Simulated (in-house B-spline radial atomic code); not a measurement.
Ionising Cr5+ with different functionals

Computed with a radial B-spline atomic code at the basis-set limit: four-component Dirac-Coulomb Hamiltonian, Fermi nucleus of rms radius 3.6452 fm, spin-restricted, spherical fractional occupations for the functionals. The ionisation energy is the difference of two self-consistent energies, [Ar] 3d1 → [Ne] 3s2 3p6, without Breit or QED terms; ε is the level of the shell that loses the electron (mean over j). The electron is taken from both j subshells in proportion to 2j + 1, so the result is a j average, not the step between ground levels.

Hybrids are left out here: with spherical fractional occupations of an open shell their exact exchange keeps a self-interaction that integer-occupation calculations don't have.

| method | rung | ΔSCF (eV) | -ε(3d) (eV) |
| --- | --- | --- | --- |
| LDA VWN5 | LDA | 90.83 | 79.41 |
| relativistic LDA | LDA | 90.85 | 79.44 |
| LDA PW92 | LDA | 90.82 | 79.40 |
| LDA exchange-only | LDA | 88.90 | 77.52 |
| PBE | GGA | ? | ? |
| PBEsol | GGA | 90.47 | 79.07 |
| BLYP | GGA | 90.48 | 79.07 |
| RPBE | GGA | 90.42 | 79.03 |
| PW91 | GGA | 90.66 | 79.26 |
| BP86 | GGA | 90.57 | 79.16 |
| AM05 | GGA | ? | ? |
| OLYP | GGA | 90.79 | 79.38 |

Question: What does PBE give?

Answer: ΔSCF 90.51 eV, and -ε(3d) = 79.11 eV.

Question: What does AM05 give?

Answer: ΔSCF 90.50 eV, and -ε(3d) = 79.09 eV.

Question: How do they compare with the NIST value?

Answer: NIST lists 90.635 eV (measured, ground level to ground level). Errors run from -1.74 to +0.22 eV; PW91 is closest (+0.03 eV), but part of that can be cancellation, since the calculations leave out Breit-QED terms, spin polarisation, the choice among j levels, multiplet and fine-structure energies.
